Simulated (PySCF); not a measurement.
Vertical excitation energies

Compound: cyclopentadienecarbonitrile, C6H5N.
Numbering: `[N:1]#[C:2][C:3]1=[CH:4][CH:5]=[CH:6][CH2:7]1` (hydrogens: H8 on C4; H9 on C5; H10 on C6; H11, H12 on C7)

Geometry (PBE0-D3(BJ)/def2-SVP, Å), atoms numbered from 1 in this order:
```xyz
12
C6H5N angstrom
N      3.3484   -0.0885   -0.0543
C      2.1916    0.0149   -0.0677
C      0.7778    0.1113   -0.0786
C      0.0368    1.2355   -0.2790
C     -1.3744    0.8935   -0.2102
C     -1.4995   -0.4318    0.0306
C     -0.1478   -1.0511    0.1364
H      0.4385    2.2328   -0.4619
H     -2.1892    1.6074   -0.3359
H     -2.4318   -0.9875    0.1357
H      0.0189   -1.5305    1.1184
H      0.0106   -1.8447   -0.6166
```

Level of theory: PySCF, TDDFT CAM-B3LYP/def2-SVPD, vertical, gas phase, core orbitals frozen in the response.

Question: List the vertical singlet excitations with oscillator strengths and describe the spectrum.

Answer: 

```json
{"state": "S1", "E (eV)": "4.69", "ν̃ (cm⁻¹)": "37800", "f": "0.215", "symmetry": "A′", "main configurations (H = HOMO, L = LUMO)": "H→L (97%)"}
{"state": "S2", "E (eV)": "6.22", "ν̃ (cm⁻¹)": "50190", "f": "0.0001", "symmetry": "–", "main configurations (H = HOMO, L = LUMO)": "H-2→L (82%)"}
{"state": "S3", "E (eV)": "6.47", "ν̃ (cm⁻¹)": "52170", "f": "0.0000", "symmetry": "–", "main configurations (H = HOMO, L = LUMO)": "H→L+3 (46%), H→L+5 (30%), H-2→L (9%)"}
{"state": "S4", "E (eV)": "6.57", "ν̃ (cm⁻¹)": "52990", "f": "0.019", "symmetry": "A′", "main configurations (H = HOMO, L = LUMO)": "H-1→L (61%), H→L+2 (36%)"}
{"state": "S5", "E (eV)": "6.58", "ν̃ (cm⁻¹)": "53080", "f": "0.0040", "symmetry": "A″", "main configurations (H = HOMO, L = LUMO)": "H→L+1 (94%)"}
{"state": "S6", "E (eV)": "7.19", "ν̃ (cm⁻¹)": "57960", "f": "0.159", "symmetry": "A′", "main configurations (H = HOMO, L = LUMO)": "H→L+2 (39%), H-1→L (23%), H-4→L (14%)"}
{"state": "S7", "E (eV)": "7.45", "ν̃ (cm⁻¹)": "60050", "f": "0.016", "symmetry": "A″", "main configurations (H = HOMO, L = LUMO)": "H→L+4 (92%)"}
{"state": "S8", "E (eV)": "7.59", "ν̃ (cm⁻¹)": "61180", "f": "0.0008", "symmetry": "–", "main configurations (H = HOMO, L = LUMO)": "H→L+5 (53%), H→L+3 (41%)"}
{"state": "S9", "E (eV)": "7.73", "ν̃ (cm⁻¹)": "62370", "f": "0.0051", "symmetry": "A″", "main configurations (H = HOMO, L = LUMO)": "H-3→L (52%), H-5→L (34%)"}
{"state": "S10", "E (eV)": "7.77", "ν̃ (cm⁻¹)": "62700", "f": "0.0019", "symmetry": "–", "main configurations (H = HOMO, L = LUMO)": "H-5→L (58%), H-3→L (26%)"}
```

Triplets, Tamm–Dancoff:

```tsv
state	E (eV)	λ (nm)	main configurations (H = HOMO, L = LUMO)
T1	2.71	457.3	H→L (94%)
T2	4.63	267.9	H-1→L (55%), H→L+2 (39%)
T3	5.83	212.6	H-2→L (61%), H→L+3 (11%), H→L+5 (8%)
T4	6.08	203.8	H-4→L (42%), H→L+2 (12%)
```

The lowest singlet lies at 4.69 eV (265 nm, ultraviolet) and is strong; its leading configuration is HOMO→LUMO (97%). The lowest level is also the most intense of those listed (f = 0.215). Löwdin shares by element: HOMO carbon 71% or more (atoms not listed hold the other 29%); LUMO carbon 65% or more (atoms not listed hold the other 35%). The listed states span 3.09 eV, and the widest gap between neighbours is 1.54 eV (S1 to S2). Weighted by f, the mean energy of these states is 5.89 eV. Of the 10 states listed, 4 reach f = 0.01 and 2 stay under 0.0005. The vertical ionisation energy (ΔSCF) is 9.07 eV, 1.29 eV above S10. Symmetry labels in Cs follow from the direction of the transition dipole and are given only for states with f of 0.002 or more. Singlets were solved by full linear response, triplets in the Tamm–Dancoff approximation.

Hardware: one thread of an Arm Neoverse V2, on a shared host. Cost: 53 s of wall time.
